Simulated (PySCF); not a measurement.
F₂Si, SMILES [Si](F)F (connectivity only; charge and spin as stated), charge +1, multiplicity 2. Geometry: PBE-D3(BJ)/def2-TZVP. The isomer is the one that the SMILES or the coordinates give; other isomers of the formula were not compared.

These are PySCF with PBE-D3(BJ)/def2-TZVP values and carry that method's errors.

Harmonic wavenumbers (cm⁻¹): 271, 880, 1068. Rotational constants (GHz): 52.84, 7.291, 6.407; symmetry number 2.

**Question.** Work out the zero-point energy and the ideal-gas rigid-rotor harmonic-oscillator thermochemistry at 298.15 K and 1 atm.

**Answer.** ZPE = ½ Σ hcν = ½ × 2219 cm⁻¹ = 3.17 kcal/mol. H − E(el) = 5.88 kcal/mol. Entropy in cal/(mol K): translation 38.48, rotation 21.01, vibration 1.81, spin 1.38, total 62.69. G − E(el) = -12.81 kcal/mol. Cp = 10.51 cal/(mol K).
